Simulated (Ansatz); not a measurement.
Relaxation of ClFH₆OW (10 atoms, charge 0, multiplicity 1), to a largest force component of 0.03 eV/Å in at most 50 steps.

The calculation used Ansatz 0.2.0, RKS PBE0/def2-SVP.

```xyz
10
Properties=species:S:1:pos:R:3
W -0.202 -0.025 0.077
O -0.147 0.398 1.940
H -0.938 0.723 2.409
H 1.167 -0.725 -0.557
H -1.487 0.371 -0.928
H -1.623 -0.924 0.261
H -0.137 -1.700 -0.085
Cl 0.567 1.581 -1.454
F 2.282 1.327 1.250
H 1.945 1.128 2.100
```

Problem. Where does it end, and by what steps?

Solution. The forces met the threshold. After 14 steps the energy has fallen by 0.694 eV; H6 moved furthest, 0.57 Å. Joined: W1–F9 (3.06 → 2.45 Å).

```json
{"step": "0", "energy less start (eV)": "0.0000", "largest force component (eV/Å)": "1.014", "accepted": "yes"}
{"step": "1", "energy less start (eV)": "-0.0155", "largest force component (eV/Å)": "2.276", "accepted": "yes"}
{"step": "2", "energy less start (eV)": "-0.0939", "largest force component (eV/Å)": "1.933", "accepted": "yes"}
{"step": "3", "energy less start (eV)": "-0.3164", "largest force component (eV/Å)": "0.559", "accepted": "yes"}
{"step": "4", "energy less start (eV)": "-0.4955", "largest force component (eV/Å)": "0.787", "accepted": "yes"}
{"step": "5", "energy less start (eV)": "-0.5600", "largest force component (eV/Å)": "1.315", "accepted": "yes"}
{"step": "6", "energy less start (eV)": "-0.5007", "largest force component (eV/Å)": "1.704", "accepted": "no"}
{"step": "7", "energy less start (eV)": "-0.6478", "largest force component (eV/Å)": "0.410", "accepted": "yes"}
{"step": "8", "energy less start (eV)": "-0.6694", "largest force component (eV/Å)": "0.258", "accepted": "yes"}
{"step": "9", "energy less start (eV)": "-0.6810", "largest force component (eV/Å)": "0.528", "accepted": "yes"}
{"step": "10", "energy less start (eV)": "-0.6851", "largest force component (eV/Å)": "0.543", "accepted": "yes"}
{"step": "11", "energy less start (eV)": "-0.6919", "largest force component (eV/Å)": "0.253", "accepted": "yes"}
{"step": "12", "energy less start (eV)": "-0.6933", "largest force component (eV/Å)": "0.061", "accepted": "yes"}
{"step": "13", "energy less start (eV)": "-0.6934", "largest force component (eV/Å)": "0.058", "accepted": "yes"}
{"step": "14", "energy less start (eV)": "-0.6937", "largest force component (eV/Å)": "0.011", "accepted": "yes"}
```

```xyz
10
Properties=species:S:1:pos:R:3
W 0.081 0.112 0.073
O -0.037 0.536 1.956
H -0.824 0.422 2.497
H 1.261 -1.074 -0.143
H -1.193 -0.034 -0.978
H -1.412 -0.463 0.523
H -0.374 -1.417 -0.417
Cl 0.379 1.817 -1.443
F 2.058 1.140 1.089
H 1.488 1.114 1.855
```

Whether the end is a true minimum wasn't checked by a vibrational analysis.

The run took 50 s on 2 threads of Arm Neoverse V2 (shared host), peak memory 0.24 GiB.
